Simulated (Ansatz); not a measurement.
`CN[SiH2][SiH3]` + `BN[SiH2]Cl` → `BN([SiH3])[SiH2]Cl` + `CN[SiH3]` at 500 K and 1 bar (cleavage of the Si–Si bond).

Isolated molecules relaxed with PBE0-D4/def2-TZVP in Ansatz; ΔE leaves out vibrations. CCSD(T)/CBS is the MP2 limit (def2-TZVPP, def2-QZVPP) plus CCSD(T) − MP2 in def2-TZVPP, frozen cores. Each species was taken in one conformer, which may not be the lowest.

| species | CCSD(T)/CBS energy (Eh) | H − E (kJ/mol) | S (J/(mol·K)) |
| --- | --- | --- | --- |
| `CN[SiH2][SiH3]` | -676.32808 | 305.1 | 440.2 |
| `BN[SiH2]Cl` | -831.46864 | 191.6 | 379.3 |
| `BN([SiH3])[SiH2]Cl` | -1121.76437 | 245.6 | 455.4 |
| `CN[SiH3]` | -386.04948 | 244.7 | 351.8 |

H − E and S are ideal-gas, rigid-rotor, harmonic terms from PBE0-D4/def2-TZVP, for one conformer and one mirror image of each species. 1 Eh = 2625.50 kJ/mol, R = 8.31446 J/(mol·K).

**Question.** By hand: ΔE, ΔH, ΔS and ΔG.

**Answer.** ΔE = (-1121.76437) + (-386.04948) − (-676.32808) − (-831.46864) = -0.01713 Eh = -45.0 kJ/mol. Δ(H − E) = 245.6 + 244.7 − 305.1 − 191.6 = -6.4, so ΔH = -51.4 kJ/mol. ΔS = 455.4 + 351.8 − 440.2 − 379.3 = -12.3 J/(mol·K). ΔG = -51.4 − 500 × (-12.3)/1000 = -45.2 kJ/mol.

**Question.** By hand: the equilibrium constant, and the temperature at which ΔG would vanish if ΔH and ΔS stayed fixed.

**Answer.** log₁₀ K = −ΔG/(RT ln 10) = 4.7. ΔG = 0 at ΔH/ΔS = 4179 K, far beyond where these terms or the molecules hold.

The number of gas molecules stays the same, so ΔS is small and ΔH decides. A doubt of 5 kJ/mol in ΔE shifts log₁₀ K by 0.5 here. Other conformers and mirror images would add mixing entropy, several J/(mol·K) or more a flexible species. Modes under 60 cm⁻¹, often nearly free rotors, make the harmonic entropy too high. These are equilibria of isolated gas molecules and say nothing of rates. Largest T1 diagnostic: 0.012 (customary marks: 0.02 for closed shells, 0.045 for open ones).
